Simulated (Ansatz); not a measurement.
A geometry relaxed with PBE-D3(BJ)/def2-TZVP run with Ansatz (an electronic-structure program), charge 0, multiplicity 1:

```xyz
8

H     -1.1399     1.1825    -0.5455
H      3.2870     0.0256     0.2841
C      1.1295    -0.6053    -0.1457
H     -2.4570     0.0289    -0.1509
C     -1.4103     0.2978     0.0419
H     -1.2659     0.4840     1.1121
S     -0.4224    -1.1416    -0.4896
C      2.2789    -0.2719     0.0821
```

Q: Write the SMILES of this molecule.

A: `C#CSC`
